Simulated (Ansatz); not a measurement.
One change: `C[SiH]([AlH2])CF` becomes `C[SiH]([SiH3])CF`.

Ansatz, PBE0-D4/def2-TZVP geometries, multiplicity 1. Each molecule was computed in one conformer, which needn't be the lowest.

| property | `C[SiH]([AlH2])CF` |
| --- | --- |
| size of the dipole moment (ωB97M-V/def2-TZVPP) / D | 1.41 |
| HOMO energy (PBE/def2-TZVPP) / eV | -6.20 |
| HOMO–LUMO gap (B3LYP/def2-TZVPP) / eV | 4.82 |
| LUMO energy (PBE/def2-TZVPP) / eV | -2.87 |
| HOMO–LUMO gap (PBE0/def2-TZVPP) / eV | 5.19 |
| HOMO–LUMO gap (PBE/def2-TZVPP) / eV | 3.33 |

(1) What does the change do to each property? (Best estimate.)

## Answers

(1) Computed: 
| property | `C[SiH]([SiH3])CF` | shift |
| --- | --- | --- |
| size of the dipole moment (ωB97M-V/def2-TZVPP) / D | 1.60 | 0.19 |
| HOMO energy (PBE/def2-TZVPP) / eV | -6.76 | -0.56 |
| HOMO–LUMO gap (B3LYP/def2-TZVPP) / eV | 7.81 | 2.99 |
| LUMO energy (PBE/def2-TZVPP) / eV | -0.60 | 2.27 |
| HOMO–LUMO gap (PBE0/def2-TZVPP) / eV | 8.20 | 3.01 |
| HOMO–LUMO gap (PBE/def2-TZVPP) / eV | 6.16 | 2.83 |

With PBE0 the HOMO falls by 0.64 eV and the LUMO rises by 2.37 eV, so the gap widens by about 3.01 eV. PBE moves the HOMO by -0.56 eV and ωB97M-V by -0.69 eV. Dipoles are sizes alone; their direction can turn.

Positive LUMOs are unbound, so they and the gaps depend on the basis.

B3LYP here is the variant with VWN-RPA as its local correlation; programs differ in this.
